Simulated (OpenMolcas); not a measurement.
An atom or ion with 38 electrons was computed by SS-CASPT2, IPEA 0.25 Eh, imaginary shift 0.1 Eh with spin-orbit coupling (OpenMolcas, ANO-RCC-VQZP, DKH2). The lowest levels that the run gave, each within 12 % of the measured value where one is at hand:

```tsv
J	Parity	E (cm⁻¹)	g
2	even	0.0	0.670
3	even	707	1.084
4	even	1534	1.250
2	even	5780	1.010
0	even	8560	
1	even	8830	1.501
2	even	9350	1.487
4	even	11290	1.000
0	even	23710
```

Q: Which ion is it, and what are the configurations and terms?

A: Zr III (Z = 40, charge +2; active space 2 electrons in 10 orbitals (4d 5d)). J, parity and g give the terms where levels are pure, and mixed ones are named by the computed weights; the size of the splittings, set against known spectra of the 38-electron sequence, gives the charge. In order, with the measured energies in cm⁻¹ (Moore, Atomic Energy Levels, vol. II, NSRDS-NBS 35 (1971 reprint of NBS Circular 467, 1952); NIST levels as listed in Rynkun, Gaigalas and Jonsson, Astron. Astrophys. 637, A10 (2020)): 4d² ³F₂, 4d² ³F₃ (681), 4d² ³F₄ (1486), 4d² ¹D₂ (5742), 4d² ³P₀ (8062), 4d² ³P₁ (8326), 4d² ³P₂ (8838), 4d² ¹G₄ (11049), 4d² ¹S₀ (23979).

CASPT2 breaks the degeneracy within a term, and the mean is taken; among the terms shown or strongly mixed into the levels shown the widest spread is 410 cm-1 (4d² ¹G). Active for correlation alone: 5d; no level in the range computed is led by a configuration that fills it, so any true level of that kind is missing. Computed and measured levels are paired by configuration, term and J; levels that our copy of the source lacks, or whose pairing is in doubt (as where it misses far off the trend of its configuration), stay unpaired and out of the deviations. Levels of configurations outside the active space are missing.
